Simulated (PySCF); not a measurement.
C2H9ClOSi2, SMILES O[C@@H]([SiH3])[Si@@H](C)Cl.

Geometry: PBE-D3(BJ)/def2-SVP. The structure was generated by enumeration; whether it is a known compound was not checked. One conformer was computed; it need not be the lowest.

All values below come from PBE-D3(BJ)/def2-SVP (PySCF).

Frequencies are harmonic and unscaled.

Computed harmonic wavenumbers and intensities:
```csv
mode,ν (cm⁻¹),IR (km/mol),moving atoms (share of kinetic energy)
1,44,0.3,"Si 23 %, O 23 %, H 22 %, Cl 21 %, C 12 %"
2,105,1.0,"Cl 46 %, Si 30 %, O 14 %"
3,116,1.1,"C 32 %, H 29 %, Si 22 %, O 12 %"
4,143,0.2,H 97 %
5,150,4.5,"H 82 %, O 9 %"
6,182,3.9,"C 35 %, H 29 %, Cl 20 %, Si 9 %"
7,220,8.5,"O 38 %, Si 28 %, H 25 %"
8,257,65.3,"H 66 %, Si 17 %, O 12 %"
9,298,37.7,"H 46 %, Si 23 %, C 15 %, O 13 %"
10,340,26.7,"C 27 %, Si 26 %, H 25 %, O 20 %"
11,474,17.2,"Si 31 %, H 24 %, C 21 %, Cl 21 %"
12,526,12.8,"Si 39 %, H 31 %, Cl 24 %"
13,585,9.0,"H 72 %, Si 16 %"
14,652,24.2,"H 60 %, C 31 %"
15,656,12.5,"H 66 %, C 21 %, Si 10 %"
16,711,27.8,"H 77 %, C 16 %"
17,729,76.2,"Si 35 %, H 35 %, C 29 %"
18,789,15.3,"H 55 %, C 36 %, Si 9 %"
19,827,237.3,"H 63 %, Si 19 %, C 18 %"
20,859,149.5,"H 81 %, C 12 %"
21,886,119.5,"H 85 %, Si 12 %"
22,903,35.7,H 97 %
23,913,23.2,H 95 %
24,1014,38.2,"H 56 %, C 28 %, O 14 %"
25,1030,21.1,"C 46 %, H 28 %, O 25 %"
26,1202,27.1,"H 88 %, C 9 %"
27,1217,29.4,"H 79 %, C 21 %"
28,1286,32.5,"H 77 %, C 16 %"
29,1375,3.6,H 96 %
30,1380,4.3,H 96 %
31,2134,146.8,H 97 %
32,2156,67.7,H 98 %
33,2175,105.5,H 97 %
34,2202,62.6,H 96 %
35,2845,29.6,H 93 %
36,2978,0.9,H 97 %
37,3079,1.5,"H 91 %, C 9 %"
38,3089,0.6,"H 91 %, C 9 %"
39,3666,17.8,H 94 %
```
